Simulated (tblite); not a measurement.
A geometry optimisation, step by step.

Species: C10H8FN.
Atom-mapped SMILES: `[N:1]#[C:2][c:3]1[cH:4][cH:5][c:6]2[c:7]([cH:8]1)[C@H:9]([F:10])[CH2:11][CH2:12]2` (hydrogens: H13 on C4; H14 on C5; H15 on C8; H16 on C9; H17, H18 on C11; H19, H20 on C12)

Computed with GFN2-xTB (tblite), gas phase: L-BFGS steps from a force-field or distance-geometry start until the largest atomic force falls under 0.01 eV/Å. 5 of its 57 geometries are shown.

Step 0: E = -901.0147 eV, largest atomic force 2.729 eV/Å
```
atom  x, y, z in Å  |  force x, y, z in eV/Å
N1      4.635    0.735   -1.134   -2.553  -0.591   0.762
C2      3.551    0.468   -0.789    2.015   0.350  -0.455
C3      2.244    0.113   -0.338    0.015   0.245  -0.216
C4      2.064   -0.829    0.674   -0.152  -0.550   0.660
C5      0.786   -1.195    1.134    0.420   0.731  -0.873
C6     -0.309   -0.578    0.536    0.490  -0.255   0.047
C7     -0.139    0.367   -0.489    1.076  -0.291   0.194
C8      1.127    0.726   -0.932   -0.396  -0.035  -0.041
C9     -1.467    0.835   -0.980   -0.360  -0.312   0.917
F10    -1.551    2.171   -1.201    0.150   0.522  -0.373
C11    -2.380    0.455    0.194   -0.691  -0.161   0.266
C12    -1.762   -0.802    0.826    0.198   0.645   0.130
H13     2.930   -1.306    1.150   -0.281   0.283  -0.324
H14     0.665   -1.931    1.911    0.020   0.042   0.001
H15     1.230    1.465   -1.728    0.091  -0.244   0.283
H16    -1.754    0.306   -1.883   -0.084   0.019  -0.468
H17    -3.414    0.301   -0.112   -0.047  -0.035  -0.099
H18    -2.391    1.270    0.928    0.180  -0.057  -0.200
H19    -2.107   -1.705    0.329   -0.087  -0.136   0.038
H20    -1.965   -0.853    1.901   -0.005  -0.170  -0.249
```

Step 14: E = -901.1443 eV, largest atomic force 0.034 eV/Å
```
atom  x, y, z in Å  |  force x, y, z in eV/Å
N1      4.586    0.725   -1.120    0.006   0.010  -0.003
C2      3.529    0.456   -0.767    0.024  -0.008   0.007
C3      2.229    0.111   -0.334   -0.003  -0.003  -0.003
C4      2.069   -0.835    0.679    0.011  -0.001   0.006
C5      0.804   -1.188    1.118   -0.015   0.005  -0.015
C6     -0.294   -0.585    0.534   -0.018   0.002  -0.009
C7     -0.130    0.351   -0.487   -0.020  -0.008  -0.006
C8      1.119    0.716   -0.933   -0.007  -0.004  -0.016
C9     -1.477    0.830   -0.959   -0.005  -0.002   0.013
F10    -1.505    2.182   -1.219    0.015  -0.003   0.030
C11    -2.408    0.453    0.202   -0.001  -0.001  -0.008
C12    -1.750   -0.785    0.832   -0.022   0.012   0.003
H13     2.946   -1.284    1.121    0.023  -0.020   0.016
H14     0.680   -1.916    1.905    0.008   0.018  -0.005
H15     1.251    1.451   -1.712   -0.019   0.003  -0.009
H16    -1.761    0.339   -1.901    0.002   0.016   0.012
H17    -3.434    0.280   -0.117    0.019  -0.017  -0.014
H18    -2.402    1.282    0.913   -0.002  -0.015  -0.013
H19    -2.103   -1.698    0.343    0.001   0.002   0.006
H20    -1.954   -0.875    1.898    0.001   0.014   0.009
```

Step 28: E = -901.1481 eV, largest atomic force 0.030 eV/Å
```
atom  x, y, z in Å  |  force x, y, z in eV/Å
N1      4.590    0.742   -1.108    0.001   0.002  -0.011
C2      3.532    0.456   -0.773   -0.018  -0.020   0.014
C3      2.230    0.097   -0.350   -0.010   0.002   0.006
C4      2.072   -0.840    0.672   -0.001   0.006   0.002
C5      0.807   -1.188    1.116    0.004   0.003   0.006
C6     -0.297   -0.594    0.532    0.020   0.016  -0.009
C7     -0.132    0.334   -0.496    0.004   0.017  -0.005
C8      1.117    0.694   -0.950    0.004  -0.001   0.000
C9     -1.472    0.843   -0.953    0.016   0.005  -0.011
F10    -1.470    2.207   -1.151   -0.012   0.007   0.018
C11    -2.415    0.439    0.188   -0.001   0.002  -0.010
C12    -1.752   -0.782    0.843    0.026  -0.006   0.006
H13     2.948   -1.284    1.122   -0.005   0.005  -0.009
H14     0.691   -1.901    1.919   -0.014  -0.013  -0.009
H15     1.238    1.429   -1.732    0.006  -0.014   0.006
H16    -1.760    0.406   -1.919    0.004  -0.014   0.000
H17    -3.426    0.239   -0.159   -0.023  -0.016  -0.005
H18    -2.450    1.269    0.895   -0.006   0.008   0.009
H19    -2.110   -1.709    0.387    0.004  -0.004  -0.015
H20    -1.947   -0.843    1.913    0.000   0.014   0.018
```

Step 42: E = -901.1493 eV, largest atomic force 0.017 eV/Å
```
atom  x, y, z in Å  |  force x, y, z in eV/Å
N1      4.587    0.738   -1.117   -0.007  -0.009  -0.001
C2      3.532    0.449   -0.775    0.006   0.000  -0.006
C3      2.231    0.094   -0.349    0.007  -0.006   0.002
C4      2.072   -0.841    0.675   -0.004  -0.003   0.006
C5      0.807   -1.187    1.117   -0.004   0.004   0.000
C6     -0.293   -0.585    0.535   -0.009   0.000   0.013
C7     -0.130    0.343   -0.493    0.005  -0.007   0.003
C8      1.119    0.692   -0.953    0.006   0.004   0.005
C9     -1.470    0.853   -0.949   -0.006  -0.001   0.003
F10    -1.475    2.221   -1.123    0.002   0.000   0.002
C11    -2.421    0.430    0.180   -0.004  -0.004   0.004
C12    -1.746   -0.778    0.849   -0.011   0.003  -0.005
H13     2.947   -1.288    1.123    0.004   0.003  -0.008
H14     0.682   -1.907    1.912    0.011   0.005  -0.002
H15     1.247    1.415   -1.743   -0.001   0.017   0.000
H16    -1.751    0.430   -1.924    0.004  -0.006  -0.001
H17    -3.424    0.208   -0.180    0.006   0.002  -0.004
H18    -2.483    1.262    0.884   -0.006  -0.009  -0.003
H19    -2.096   -1.713    0.404   -0.002   0.005   0.005
H20    -1.939   -0.825    1.921    0.004   0.004  -0.014
```

Step 56: E = -901.1501 eV, largest atomic force 0.009 eV/Å
```
atom  x, y, z in Å  |  force x, y, z in eV/Å
N1      4.589    0.707   -1.143    0.003   0.000  -0.004
C2      3.533    0.435   -0.788   -0.001  -0.003   0.005
C3      2.233    0.096   -0.348   -0.003   0.003  -0.001
C4      2.074   -0.842    0.673    0.000   0.000  -0.005
C5      0.809   -1.183    1.120    0.000   0.005   0.007
C6     -0.292   -0.577    0.544    0.004   0.007  -0.004
C7     -0.128    0.354   -0.480   -0.002   0.008   0.000
C8      1.122    0.703   -0.942   -0.002  -0.002  -0.005
C9     -1.466    0.862   -0.942    0.002  -0.004  -0.004
F10    -1.478    2.232   -1.098    0.001  -0.005   0.003
C11    -2.431    0.418    0.167    0.000   0.001  -0.004
C12    -1.745   -0.773    0.856    0.004  -0.002  -0.002
H13     2.950   -1.295    1.113   -0.003  -0.004   0.002
H14     0.688   -1.905    1.914    0.000  -0.003   0.004
H15     1.248    1.432   -1.728   -0.001   0.001   0.006
H16    -1.731    0.450   -1.926   -0.001   0.004  -0.006
H17    -3.417    0.170   -0.218   -0.006  -0.003   0.000
H18    -2.534    1.249    0.866    0.006   0.005   0.004
H19    -2.088   -1.718    0.428   -0.001  -0.008   0.000
H20    -1.939   -0.803    1.928    0.001  -0.002   0.003
```

Q: Summarise the path.

A: The energy falls by 3.12 kcal/mol from step 0 to step 56; nine tenths of that is first reached at step 6. It rises by more than 0.2 meV at step 1. The largest force goes from 2.729 to 0.009 eV/Å. Among the bonds N1≡C2 changes most (a near tie, within 0.001 Å, with another), from 1.169 to 1.146 Å; the atoms move by 0.081 Å rms after alignment.

Run on one thread, x86-64 server, no GPU, on a shared host.
